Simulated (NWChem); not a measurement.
Species: CH3AlCl2; SMILES [Al]([Cl])([CH3])[Cl]

```xyz
7

Al     0.3430    -0.0006     0.0075
Cl    -0.7653    -1.7998    -0.0011
Cl    -0.7768     1.7917    -0.0011
C      2.2857     0.0130    -0.0009
H      2.6841     0.8361     0.6260
H      2.6540     0.1803    -1.0354
H      2.7046    -0.9489     0.3553
```
Atoms are numbered in this order, from 1.

Geometry: optimised at PBE-D3(BJ)/def2-SVP.

Task: List the 6 lowest vertical singlet excitations from CAM-B3LYP/6-31+G* (spherical d), TDA (NWChem).

Result: 
```json
[
 {"state": "S1", "energy (eV)": "6.59", "oscillator strength": "0.007", "leading excitation (squared amplitude)": "HOMO → LUMO+1 (0.89)"},
 {"state": "S2", "energy (eV)": "6.88", "oscillator strength": "0.000", "leading excitation (squared amplitude)": "HOMO−1 → LUMO+1 (0.86)"},
 {"state": "S3", "energy (eV)": "7.09", "oscillator strength": "0.021", "leading excitation (squared amplitude)": "HOMO−1 → LUMO (0.72)"},
 {"state": "S4", "energy (eV)": "7.12", "oscillator strength": "0.253", "leading excitation (squared amplitude)": "HOMO → LUMO (0.84)"},
 {"state": "S5", "energy (eV)": "7.30", "oscillator strength": "0.002", "leading excitation (squared amplitude)": "HOMO−2 → LUMO (0.86)"},
 {"state": "S6", "energy (eV)": "7.51", "oscillator strength": "0.074", "leading excitation (squared amplitude)": "HOMO−2 → LUMO+1 (0.83)"}
]
```
